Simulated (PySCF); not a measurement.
Al(Me)2(NH3) (C2H9AlN), SMILES [CH3][Al+]([CH3])<-[NH3] (connectivity only; charge and spin as stated), charge +1, multiplicity 1. Atoms are numbered in the order given.

```xyz
13

Al     0.0049     0.2295     0.0552
C      1.4006     1.0837    -0.9485
H      2.3993     0.6907    -0.6865
H      1.4246     2.1698    -0.7637
H      1.2836     0.9421    -2.0376
C     -1.3739     0.5651     1.3484
H     -2.3672     0.2210     1.0106
H     -1.4616     1.6404     1.5733
H     -1.1739     0.0531     2.3068
N     -0.0275    -1.7419    -0.4217
H     -0.7443    -1.9615    -1.1268
H     -0.2478    -2.3516     0.3763
H      0.8561    -2.0872    -0.8171
```
Charge +1, spin multiplicity 1.

Coordinates come from a r2SCAN-D4/def2-SVP optimisation. The multiplicity is an assumed one; no other spin state was optimised. The isomer is the one that the SMILES or the coordinates give; other isomers of the formula were not compared.

These are HF/pcSseg-1 (PySCF) values and carry that method's errors.

GIAO shieldings, no solvent; atoms alike by connectivity are averaged. δ = σ(ref) − σ: ¹³C against TMS (σ = 192.6 ppm); ¹H against TMS (σ = 31.99 ppm); ¹⁵N against NH3 (σ = 267.3 ppm), references at their B3LYP-D3(BJ)/def2-TZVP geometries, non-relativistic.

Q: Estimate the chemical shifts. (An estimate is asked for; the answer gives what the named calculation found.)

A: 
```tsv
nucleus	atoms	count	δ (ppm)
¹³C	C2, C6	2	-8.4
¹H	H11, H12, H13	3	3.59
¹H	H3, H4, H5, H7, H8, H9	6	0.89
¹⁵N	N10	1	29.5
```
